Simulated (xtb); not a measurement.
Ga(GeH3)(H)2 (GaGeH5), SMILES [GaH2][GeH3]. All values are semi-empirical tight-binding results from xtb (GFN2-xTB unless named), good for trends rather than for accurate numbers. Geometry optimised at GFN2-xTB.

For metal compounds this method's bond lengths and energies can be far off.

Computed properties:
```json
{
  "orbital_gap": "4.79 eV",
  "zero_point_energy": "19.4 kcal/mol",
  "G − E(el) at 298.15 K (modified RRHO)": "0.5 kcal/mol"
}
```
